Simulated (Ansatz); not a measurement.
Ansatz (a program for electronic structure) input:

Ansatz 0.2 input:
```yaml
crystal:
  periodic: [false, false, false]
  atoms:
    - {symbol: Si, position_ang: [2.31820673, -0.24372858, -0.15199362]}
    - {symbol: C, position_ang: [0.46064720, -0.05252306, -0.04622805]}
    - {symbol: C, position_ang: [-0.35642318, -1.13685233, 0.29230386]}
    - {symbol: C, position_ang: [-1.73380449, -0.99006610, 0.40072499]}
    - {symbol: C, position_ang: [-2.32090975, 0.24834698, 0.16939973]}
    - {symbol: C, position_ang: [-1.52646921, 1.33675440, -0.17161267]}
    - {symbol: C, position_ang: [-0.14960446, 1.18507001, -0.27880943]}
    - {symbol: H, position_ang: [2.86564966, 0.70750620, -1.14817269]}
    - {symbol: H, position_ang: [2.65820415, -1.63136812, -0.54650366]}
    - {symbol: H, position_ang: [2.96318098, 0.03575153, 1.15487164]}
    - {symbol: H, position_ang: [0.08526856, -2.11066926, 0.46941611]}
    - {symbol: H, position_ang: [-2.34899532, -1.84172112, 0.66209730]}
    - {symbol: H, position_ang: [-3.39416584, 0.36400025, 0.25079981]}
    - {symbol: H, position_ang: [-1.97977188, 2.30223826, -0.35721635]}
    - {symbol: H, position_ang: [0.45511873, 2.04208310, -0.55205208]}
basis:
  gaussian:
    orbitals: cc-pVTZ-DK
magnetization: {spin_polarized: false}
correlation: {method: ccsd_t, electrons: outside_noble_gas}
```

Predict the final energy.

-522.75019 Eh (X2C-CCSD(T)/cc-pVTZ-DK). The basis has 326 functions.
